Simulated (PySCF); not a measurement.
H₂OZn, SMILES [OH][ZnH].

Geometry optimised at PBE0-D3(BJ)/def2-TZVP.

Computed with CAM-B3LYP/def2-TZVPD run with PySCF.

Symmetry labels are those of the subgroup Cs that the program uses (full group Cs).

Question: List the valence orbital energies around the gap with their symmetry. (An estimate is asked for; the answer gives what the named calculation found.)

Answer: 
```
orbital  symmetry  energy (eV)
-------  --------  -----------
HOMO−7         A'       -16.23
HOMO−6         A"       -16.19
HOMO−5         A'       -16.19
HOMO−4         A"       -16.17
HOMO−3         A'       -13.69
HOMO−2         A'       -11.12
HOMO−1         A'       -10.20
HOMO           A"        -9.82
LUMO           A'         0.02
LUMO+1         A"         0.26
LUMO+2         A'         0.34
LUMO+3         A'         1.17
```
